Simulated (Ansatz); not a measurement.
Molecule: AuF (charge 0, singlet). 
Structure (B3LYP-D3(BJ)/def2-TZVP (Ansatz, a first-principles code) minimum search):
```xyz
2

Au     0.0000     0.0000    -0.2001
F      0.0000     0.0000     1.7562
```

Total electronic energies in hartree. Correlated levels leave the core frozen unless marked. No spin-orbit coupling. The frozen core is the preceding noble-gas configuration, with the filled d and f shells of earlier blocks. In def2 rows, elements after Kr have scalar-relativistic effective core potentials. Basis-set limits of correlation are two-point, X^-3; Hartree-Fock from the larger set. The bracket is a focal-point correction in the basis named.

The T1 diagnostic of CCSD in the largest basis is 0.029, which is high, so the coupled-cluster rows are less sure than usual.

| level | program | energy (Eh) |
|---|---|---|
| r2SCAN-D3(BJ)/def2-TZVPD | Ansatz + dftd3 | -235.59919 |
| B3LYP-D4/def2-TZVPD | Ansatz + dftd4 | -235.63665 |
| PBE0-D3(BJ)/def2-TZVP | Ansatz + dftd3 | -235.47909 |
| wB97M-V/def2-TZVPD | Ansatz | -235.47423 |
| B2GP-PLYP-D3(BJ)/def2-TZVPD | Ansatz + dftd3 | -235.22340 |
| MP2/def2-QZVPP | Ansatz | -234.93156 |
| RI-MP2/def2-TZVPP | Ansatz | -234.87346 |
| RI-MP2/def2-QZVPPD | Ansatz | -234.93267 |
| CCSD/def2-SVP | Ansatz | -234.54209 |
| CCSD/def2-QZVPP | Ansatz | -234.89547 |
| CCSD/CBS(def2-TZVPP,def2-QZVPP) | Ansatz | -234.9276 |
| CCSD(T)/def2-TZVPPD | Ansatz | -234.87726 |
| RI-MP2/CBS(def2-TZVPPD,def2-QZVPPD)+[CCSD(T)-MP2]/def2-SVPD | Ansatz | -234.9683 |
| RI-MP2/CBS(def2-TZVPP,def2-QZVPP)+[CCSD(T)-MP2]/def2-TZVPP | Ansatz | -234.9630 |
| CCSD(T)/CBS(def2-TZVPPD,def2-QZVPPD) | Ansatz | -234.9576 |

Totals of different functionals don't rank their quality; only differences between species are comparable.
